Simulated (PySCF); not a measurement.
## Br⁺ (bromine, charge +1): M06-2X calculation

Configuration: [Ar] 3d10 4s2 4p4, high-spin 3P determinant. Computed with PySCF 2.14 in def2-SVP (5s4p3d, 32 functions), with the non-relativistic Hamiltonian (point nucleus).

| Item | Value |
| --- | --- |
| Total energy | -2573.409 hartree |
| One-electron energy | -3567.296 hartree |
| Hartree (Coulomb) energy | 1084.980 hartree |
| Exchange-correlation energy | -91.093 hartree |
| Kinetic energy | 2571.54376 hartree |
| ⟨S²⟩ | 2.0038 |
| ⟨L²⟩ | 2.009 |
| Sum of ⟨r⟩ | 23.17 bohr |
| Sum of ⟨r²⟩ | 32.32 bohr² |
| Traceless quadrupole moment −½Σ⟨3z² − r²⟩ along its main axis | -1.93 e·bohr² |
| Density at the nucleus (Gaussians lack the cusp) | 27800 bohr⁻³ |
| Spin density at the nucleus | 0.799 bohr⁻³ |
| Langevin diamagnetic susceptibility | -25.6 ×10⁻⁶ cm³/mol |
| Time after the integrals | 0.51 s of wall time on 1 thread of Neoverse-V2 (shared host) |

```
shell  electrons  mean orbital energy (eV)  spread (eV)  rms radius, mean of both spins (bohr)
 1s α          1                  -13217.7            0                                 0.0506
 1s β          1                  -13217.4            0                                 0.0506
 2s α          1                   -1735.2            0                                  0.210
 2s β          1                   -1735.1            0                                  0.210
 2p α          3                   -1567.5        0.229                                  0.185
 2p β          3                   -1567.3        0.017                                  0.185
 3s α          1                   -257.74            0                                  0.602
 3s β          1                   -257.45            0                                  0.602
 3p α          3                   -198.44        0.692                                  0.613
 3p β          3                   -198.06        0.268                                  0.613
 3d α          5                   -90.430        0.670                                  0.649
 3d β          5                   -90.188        0.465                                  0.649
 4s α          1                   -34.811            0                                   1.81
 4s β          1                   -31.030            0                                   1.81
 4p α          3                   -21.050        1.363                                   2.14
 4p β          1                   -19.260            0                                   2.14
```
